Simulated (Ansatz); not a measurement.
Compare A (`C[SiH](O)[SiH3]`) with its isomer B (`OC[SiH2][SiH3]`).

Calculated with Ansatz (gas phase, PBE0-D4/def2-TZVP geometries, no zero-point term in ΔE). CCSD(T)/CBS is the MP2 limit (def2-TZVPP, def2-QZVPP) plus CCSD(T) − MP2 in def2-TZVPP, frozen cores. Functionals use def2-TZVPP. B3LYP here is the variant with VWN-RPA as its local correlation; programs differ in this. One conformer a species, not always the lowest.

Question: Which isomer does CCSD(T)/CBS put lower? Give the gap. (An estimate is asked.)

Answer: The calculation gave: A, by 48.5 kcal/mol.

Question: Give E(B) − E(A) in kcal/mol with CCSD(T)/def2-TZVPP, HF/def2-TZVPP, B3LYP-D4, PBE-D4, ωB97M-V, B2PLYP, PBE0-D4. (An estimate is asked.)

Answer: The calculation gave: CCSD(T)/def2-TZVPP 47.6, HF/def2-TZVPP 49.1, B3LYP-D4 47.0, PBE-D4 44.2, ωB97M-V 47.7, B2PLYP 48.1, PBE0-D4 46.0. None reverses the order clearly.

Largest T1 diagnostic: 0.012.

From PBE to PBE0 (25 % exact exchange), in def2-TZVPP and without D4, E(B) − E(A) moves by +1.8 kcal/mol.
